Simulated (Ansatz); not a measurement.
Ansatz (a first-principles code) job for C₄H₇BFN, SMILES C=C=CB(F)NC, r2SCAN-D4/def2-SVP. 

Ansatz 0.2 input:
```yaml
crystal:
  periodic: [false, false, false]
  atoms:
    - {symbol: C, position_ang: [-0.76318464, 2.94888436, -0.00000000]}
    - {symbol: C, position_ang: [0.11744148, 2.00045645, 0.00000000]}
    - {symbol: C, position_ang: [0.96269149, 1.01141708, -0.00000000]}
    - {symbol: B, position_ang: [0.56112253, -0.49558424, -0.00000000]}
    - {symbol: F, position_ang: [1.53148584, -1.42557889, 0.00000000]}
    - {symbol: N, position_ang: [-0.75889022, -0.92670079, -0.00000000]}
    - {symbol: C, position_ang: [-1.22957668, -2.29432213, 0.00000000]}
    - {symbol: H, position_ang: [-1.14030028, 3.37426616, 0.91620850]}
    - {symbol: H, position_ang: [-1.14030028, 3.37426616, -0.91620850]}
    - {symbol: H, position_ang: [2.02120461, 1.24441563, 0.00000000]}
    - {symbol: H, position_ang: [-1.50118252, -0.24436496, 0.00000000]}
    - {symbol: H, position_ang: [-1.83475419, -2.49546007, 0.88791847]}
    - {symbol: H, position_ang: [-0.37089673, -2.96124067, -0.00000000]}
    - {symbol: H, position_ang: [-1.83475419, -2.49546006, -0.88791847]}
basis:
  gaussian:
    orbitals: def2-SVP
hamiltonian:
  xc: r2scan
  dispersion: d4
relax: {f_tol: 0.002, max_steps: 200}
```

Program output:

```
WARN ansatz: RAYON_NUM_THREADS=1 ignored (pool sized by the plan → 1); use --threads N
Functional definition: r2SCAN
integrals: 0.08 GiB planned
1512 factors; their error is unknown
mean field: 0.45 GiB planned
mean field evaluation 1: about -9123.5020 eV, gradient 6.9e1 eV
mean field evaluation 2: about -9115.6956 eV, gradient 8.9e1 eV
mean field evaluation 4: about -9134.7819 eV, gradient 3.5e0 eV
mean field evaluation 8: about -9134.8165 eV, gradient 2.9e-1 eV
mean field evaluation 16: about -9134.7475 eV, gradient 2.8e-3 eV
mean field -9134.74753538 eV, -335.6957801708 hartree, gradient 4.3e-5 eV, S^2 0.000000; 0 other end points of the search recorded, 0 dependent functions left out
the calculation of the forces begins
reference -9134.74754669 eV, -335.6957805866 hartree; 26, 26 occupied and 107, 107 virtual orbitals, 1512 factors
relax step   1: F+E_penalty+E_count = -9134.82065813 eV  Δ(F+E_penalty+E_count) = +0.000e0 eV  max|allowed force component| = 6.951e-1 eV/Å  Δτ_max = 0.0000 Å  (33 SCF iters, accepted)
these checks for a lower state are left out or cut short: starts, cluster_reference, orbital_swaps, neighbouring_geometries, increment
integrals: 0.08 GiB planned
1512 factors; their error is unknown
mean field: 0.45 GiB planned
mean field -9134.79624841 eV, -335.6975703416 hartree, gradient 2.0e-5 eV, S^2 0.000000; 0 other end points of the search recorded, 0 dependent functions left out
the calculation of the forces begins
reference -9134.79625978 eV, -335.6975707597 hartree; 26, 26 occupied and 107, 107 virtual orbitals, 1512 factors
relax step   2: F+E_penalty+E_count = -9134.86917750 eV  Δ(F+E_penalty+E_count) = -4.852e-2 eV  max|allowed force component| = 2.359e-1 eV/Å  Δτ_max = 0.0304 Å  (33 SCF iters, accepted)
these checks for a lower state are left out or cut short: starts, cluster_reference, orbital_swaps, neighbouring_geometries, increment
integrals: 0.08 GiB planned
1512 factors; their error is unknown
mean field: 0.44 GiB planned
mean field evaluation 32: about -9134.6468 eV, gradient 3.5e-1 eV
mean field -9134.64712631 eV, -335.6920902057 hartree, gradient 2.2e-5 eV, S^2 0.000000; 0 other end points of the search recorded, 0 dependent functions left out
the calculation of the forces begins
reference -9134.64713782 eV, -335.6920906286 hartree; 26, 26 occupied and 107, 107 virtual orbitals, 1512 factors
relax step   3: F+E_penalty+E_count = -9134.71994746 eV  Δ(F+E_penalty+E_count) = +1.492e-1 eV  max|allowed force component| = 1.662e0 eV/Å  Δτ_max = 0.1490 Å  (31 SCF iters, rejected (line search))
these checks for a lower state are left out or cut short: starts, cluster_reference, orbital_swaps, neighbouring_geometries, increment
integrals: 0.08 GiB planned
1512 factors; their error is unknown
mean field: 0.45 GiB planned
mean field -9134.79987519 eV, -335.6977036236 hartree, gradient 2.0e-5 eV, S^2 0.000000; 0 other end points of the search recorded, 0 dependent functions left out
the calculation of the forces begins
reference -9134.79988657 eV, -335.6977040417 hartree; 26, 26 occupied and 107, 107 virtual orbitals, 1512 factors
relax step   4: F+E_penalty+E_count = -9134.87288409 eV  Δ(F+E_penalty+E_count) = -3.707e-3 eV  max|allowed force component| = 1.017e-1 eV/Å  Δτ_max = 0.0145 Å  (34 SCF iters, accepted)
these checks for a lower state are left out or cut short: starts, cluster_reference, orbital_swaps, neighbouring_geometries, increment
integrals: 0.08 GiB planned
1512 factors; their error is unknown
mean field: 0.44 GiB planned
mean field -9134.79001418 eV, -335.6973412382 hartree, gradient 2.0e-5 eV, S^2 0.000000; 0 other end points of the search recorded, 0 dependent functions left out
the calculation of the forces begins
reference -9134.79002556 eV, -335.6973416561 hartree; 26, 26 occupied and 107, 107 virtual orbitals, 1512 factors
relax step   5: F+E_penalty+E_count = -9134.86304798 eV  Δ(F+E_penalty+E_count) = +9.836e-3 eV  max|allowed force component| = 5.118e-1 eV/Å  Δτ_max = 0.0235 Å  (33 SCF iters, rejected (line search))
these checks for a lower state are left out or cut short: starts, cluster_reference, orbital_swaps, neighbouring_geometries, increment
integrals: 0.08 GiB planned
1512 factors; their error is unknown
mean field: 0.45 GiB planned
mean field -9134.80160709 eV, -335.6977672698 hartree, gradient 2.0e-5 eV, S^2 0.000000; 0 other end points of the search recorded, 0 dependent functions left out
the calculation of the forces begins
reference -9134.80161849 eV, -335.6977676885 hartree; 26, 26 occupied and 107, 107 virtual orbitals, 1512 factors
relax step   6: F+E_penalty+E_count = -9134.87460118 eV  Δ(F+E_penalty+E_count) = -1.717e-3 eV  max|allowed force component| = 5.307e-2 eV/Å  Δτ_max = 0.0115 Å  (34 SCF iters, accepted)
these checks for a lower state are left out or cut short: starts, cluster_reference, orbital_swaps, neighbouring_geometries, increment
integrals: 0.08 GiB planned
1512 factors; their error is unknown
mean field: 0.45 GiB planned
mean field evaluation 64: about -9134.8018 eV, gradient 3.1e-1 eV
mean field -9134.80199116 eV, -335.6977813841 hartree, gradient 2.0e-5 eV, S^2 0.000000; 0 other end points of the search recorded, 0 dependent functions left out
the calculation of the forces begins
reference -9134.80200257 eV, -335.6977818032 hartree; 26, 26 occupied and 107, 107 virtual orbitals, 1512 factors
relax step   7: F+E_penalty+E_count = -9134.87505300 eV  Δ(F+E_penalty+E_count) = -4.518e-4 eV  max|allowed force component| = 2.282e-2 eV/Å  Δτ_max = 0.0215 Å  (33 SCF iters, accepted)
these checks for a lower state are left out or cut short: starts, cluster_reference, orbital_swaps, neighbouring_geometries, increment
integrals: 0.08 GiB planned
1512 factors; their error is unknown
mean field: 0.45 GiB planned
mean field -9134.80203290 eV, -335.6977829178 hartree, gradient 1.2e-5 eV, S^2 0.000000; 0 other end points of the search recorded, 0 dependent functions left out
the calculation of the forces begins
reference -9134.80204430 eV, -335.6977833368 hartree; 26, 26 occupied and 107, 107 virtual orbitals, 1512 factors
relax step   8: F+E_penalty+E_count = -9134.87511142 eV  Δ(F+E_penalty+E_count) = -5.842e-5 eV  max|allowed force component| = 6.288e-3 eV/Å  Δτ_max = 0.0039 Å  (26 SCF iters, accepted)
these checks for a lower state are left out or cut short: starts, cluster_reference, orbital_swaps, neighbouring_geometries, increment
integrals: 0.08 GiB planned
1512 factors; their error is unknown
mean field: 0.45 GiB planned
mean field -9134.80202894 eV, -335.6977827723 hartree, gradient 8.7e-6 eV, S^2 0.000000; 0 other end points of the search recorded, 0 dependent functions left out
the calculation of the forces begins
reference -9134.80204034 eV, -335.6977831912 hartree; 26, 26 occupied and 107, 107 virtual orbitals, 1512 factors
relax step   9: F+E_penalty+E_count = -9134.87511131 eV  Δ(F+E_penalty+E_count) = +1.123e-7 eV  max|allowed force component| = 9.998e-3 eV/Å  Δτ_max = 0.0018 Å  (26 SCF iters, rejected (line search))
these checks for a lower state are left out or cut short: starts, cluster_reference, orbital_swaps, neighbouring_geometries, increment
integrals: 0.08 GiB planned
1512 factors; their error is unknown
mean field: 0.45 GiB planned
mean field -9134.80203574 eV, -335.6977830222 hartree, gradient 4.7e-6 eV, S^2 0.000000; 0 other end points of the search recorded, 0 dependent functions left out
the calculation of the forces begins
reference -9134.80204714 eV, -335.6977834412 hartree; 26, 26 occupied and 107, 107 virtual orbitals, 1512 factors
relax step  10: F+E_penalty+E_count = -9134.87511628 eV  Δ(F+E_penalty+E_count) = -4.856e-6 eV  max|allowed force component| = 2.163e-3 eV/Å  Δτ_max = 0.0009 Å  (25 SCF iters, accepted)
these checks for a lower state are left out or cut short: starts, cluster_reference, orbital_swaps, neighbouring_geometries, increment
integrals: 0.08 GiB planned
1512 factors; their error is unknown
mean field: 0.45 GiB planned
mean field -9134.80203139 eV, -335.6977828624 hartree, gradient 5.9e-5 eV, S^2 0.000000; 0 other end points of the search recorded, 0 dependent functions left out
the calculation of the forces begins
reference -9134.80204279 eV, -335.6977832813 hartree; 26, 26 occupied and 107, 107 virtual orbitals, 1512 factors
relax step  11: F+E_penalty+E_count = -9134.87511686 eV  Δ(F+E_penalty+E_count) = -5.862e-7 eV  max|allowed force component| = 1.938e-3 eV/Å  Δτ_max = 0.0009 Å  (22 SCF iters, accepted)
integrals: 0.08 GiB planned
1512 factors; their error is unknown
mean field: 0.45 GiB planned
mean field evaluation 96: about -9134.8626 eV, gradient 3.1e-1 eV
mean field -9134.80203139 eV, -335.6977828624 hartree, gradient 5.9e-5 eV, S^2 0.000000; 1 other end points of the search recorded, 0 dependent functions left out
the calculation of the forces begins
reference -9134.80204279 eV, -335.6977832813 hartree; 26, 26 occupied and 107, 107 virtual orbitals, 1512 factors
Total energy: -9134.87512826 eV, -335.7004691229 hartree
Atom 0 at    -0.781321     2.939469     0.000000 Å, force    -0.000073    -0.000009     0.000000 eV/Å
Atom 1 at     0.128613     1.995463     0.000000 Å, force     0.000182    -0.000150     0.000000 eV/Å
Atom 2 at     0.996219     1.007092    -0.000000 Å, force     0.000328     0.000297    -0.000000 eV/Å
Atom 3 at     0.571754    -0.500684    -0.000000 Å, force    -0.001938     0.000639    -0.000000 eV/Å
Atom 4 at     1.545310    -1.434255     0.000000 Å, force     0.000998    -0.000755     0.000000 eV/Å
Atom 5 at    -0.765718    -0.913917    -0.000000 Å, force     0.000152    -0.000219    -0.000000 eV/Å
Atom 6 at    -1.240493    -2.279257    -0.000000 Å, force    -0.000134    -0.000015     0.000000 eV/Å
Atom 7 at    -1.167291     3.357478     0.937357 Å, force    -0.000024    -0.000066     0.000007 eV/Å
Atom 8 at    -1.167291     3.357478    -0.937357 Å, force    -0.000024    -0.000066    -0.000007 eV/Å
Atom 9 at     2.068024     1.254963    -0.000000 Å, force    -0.000190    -0.000024    -0.000000 eV/Å
Atom 10 at    -1.486417    -0.198270    -0.000000 Å, force     0.000722    -0.000075     0.000000 eV/Å
Atom 11 at    -1.851262    -2.505049     0.892038 Å, force    -0.000097     0.000059     0.000046 eV/Å
Atom 12 at    -0.378759    -2.960469     0.000000 Å, force     0.000196     0.000325     0.000000 eV/Å
Atom 13 at    -1.851262    -2.505049    -0.892038 Å, force    -0.000097     0.000059    -0.000046 eV/Å
Dipole moment:    -0.457297     0.086347     0.000000 e Å
```

The calculation finished and met its thresholds.
